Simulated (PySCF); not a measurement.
# Reading the logs of faulty runs: AlB2H6Si

Calculated results; nothing here was measured. The program is PySCF 2.14.0, an open-source quantum chemistry code, run on an isolated molecule that a program drew, which may never have been made. The molecule is AlB2H6Si (charge 0, doublet), drawn as the SMILES string `B[B]([AlH])[SiH3]`.

Each row is a Hartree-Fock (HF) and frozen-core CCSD(T) single point in the cc-pV(D+d)Z basis, meant for a local HF minimum. Run 1 is clean. Each other run has one planted mistake out of seven kinds, and not every kind appears here: one electron removed, one electron added, multiplicity raised by two, geometry at a saddle point, minimal basis STO-3G, one bond length entered in bohr, all coordinates scaled. The reference is restricted for singlets and unrestricted otherwise, and also for a bond in bohr. Adding or removing an electron swaps singlet and doublet. Electrons count all cores. HOMO and LUMO are orbital energies over both spins, the gradient is its largest component, and the lowest frequency (negative if imaginary) is given only where the gradient is small. Bond lengths are over the 9 bonds as drawn. T1 is the CCSD diagnostic: over 0.02 (restricted) or 0.045 (unrestricted) a single reference is doubtful.

Geometry of the clean run:
```xyz
10
AlB2H6Si, angstrom
B    -2.0209    0.7611   -0.8232
B    -1.7171    0.1476    0.6791
Al   -2.8671   -1.4514    1.4778
Si   -0.1102    0.7732    1.7743
H    -1.5818    0.2509   -1.8216
H    -2.7148    1.7360   -0.9619
H    -4.1491   -1.2562    2.3984
H     1.1254    0.2428    1.1430
H    -0.0333    2.2551    1.8076
H    -0.1314    0.2973    3.1822
```

```
run  electrons  basis functions  <S^2>  HOMO (eV)  LUMO (eV)  gradient (hartree/bohr)  lowest frequency (cm^-1)  mean bond (Å)  longest bond (Å)      T1  HF (hartree)  CCSD(T) (hartree)                          mistake
  1         43              104  0.793      -7.83       0.54                  2.7e-06                        33         1.5860             2.125  0.0260    -583.62685         -584.01751                         no fault
  2         43               34  0.782      -4.22       6.54                  3.1e-02                         -         1.5860             2.125  0.0237    -576.73209         -576.92001             minimal basis STO-3G
  3         43              104  0.973      -7.93       0.55                  1.4e-02                         -         1.7961             4.016  0.0448    -583.56788         -583.94976  one bond length entered in bohr
  4         43              104  0.795      -7.88       0.47                  2.8e-02                         -         1.6796             2.251  0.0252    -583.60474         -583.99709                                ?
  5         42              104  0.000     -15.29      -6.23                  2.6e-02                         -         1.5860             2.125  0.0194    -583.36857         -583.75042                                ?
```

**Which mistake was planted in run 4, and what did it cost?**

The mean and the longest bond both change by the same factor, 1.059, and the gradient is no longer small. So the mistake is: all coordinates scaled. Subtracting run 1 and multiplying by 627.51 kcal/mol a hartree, the energy moved by 13.9 kcal/mol in HF and 12.8 kcal/mol in CCSD(T).

**Which mistake was planted in run 5, and what did it cost?**

It counts 42 electrons, one fewer than the clean run, at the same geometry and basis. So the mistake is: one electron removed. Subtracting run 1 and multiplying by 627.51 kcal/mol a hartree, the energy moved by 162.1 kcal/mol in HF and 167.6 kcal/mol in CCSD(T).

